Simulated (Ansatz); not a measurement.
Job for Ansatz (a program for electronic structure): R-RI-MP2/def2-TZVPPD on C2H7IO (a complex), monomers drawn apart or pushed together. Elements past Kr take the def2 small-core potentials; no spin–orbit coupling. Files ending in .json are basis or fitting sets from the Basis Set Exchange. The run froze 12 orbitals, filled d shells among them.

Ansatz 0.2 input:
```yaml
crystal:
  periodic: [false, false, false]
  atoms:
    - {symbol: C, position_ang: [0.66407957, 0.27617476, 0.22817687]}
    - {symbol: O, position_ang: [-0.66549499, 0.28879574, 0.72999770]}
    - {symbol: H, position_ang: [1.40429290, 0.40827952, 1.02489155]}
    - {symbol: H, position_ang: [0.74869172, 1.10872802, -0.46896618]}
    - {symbol: H, position_ang: [0.88957495, -0.65115430, -0.30866484]}
    - {symbol: H, position_ang: [-0.74764998, -0.41743990, 1.38284481]}
    - {symbol: C, position_ang: [-0.24928164, 1.40544690, 4.76947781]}
    - {symbol: I, position_ang: [0.04960877, -0.70120147, 5.14706683]}
    - {symbol: H, position_ang: [-0.51842345, 1.48998911, 3.72235972]}
    - {symbol: H, position_ang: [-1.04643220, 1.73525002, 5.42522820]}
    - {symbol: H, position_ang: [0.68551982, 1.90490830, 4.99548178]}
basis:
  gaussian:
    orbitals: def2-TZVPPD.json
    fitting: {mean_field: def2-universal-JKFIT, correlation: def2-TZVPPD-RIFIT.json}
magnetization: {spin_polarized: false}
correlation: {method: mp2, electrons: outside_noble_gas}
scf: {lower_state_search: off}
```

The head of its log:

```
WARN ansatz: RAYON_NUM_THREADS=1 ignored (pool sized by the plan → 1); use --threads N
Functional definition: HF
these checks for a lower state are left out or cut short: stability, starts, cluster_reference, orbital_swaps, neighbouring_geometries, increment
integrals: 0.36 GiB planned
571 factors; integrals over basis functions are off by at most 9.6e-1 eV
mean field: 0.59 GiB planned
mean field evaluation 1: about -12280.4012 eV, gradient 3.4e1 eV
mean field evaluation 2: about -12282.2964 eV, gradient 1.8e1 eV
mean field evaluation 4: about -12282.8764 eV, gradient 8.2e-1 eV
mean field -12282.87866256 eV, -451.3874652147 hartree, gradient 8.4e-7 eV, S^2 0.000000; 0 other end points of the search recorded, 0 dependent functions left out
12 core orbitals not correlated
749 factors; their error is unknown
reference -12282.87866256 eV, -451.3874652147 hartree; 14, 14 occupied and 266, 266 virtual orbitals, 749 factors
```

### Question
Give the final energy of this run.

### Answer
-452.1435 hartree.
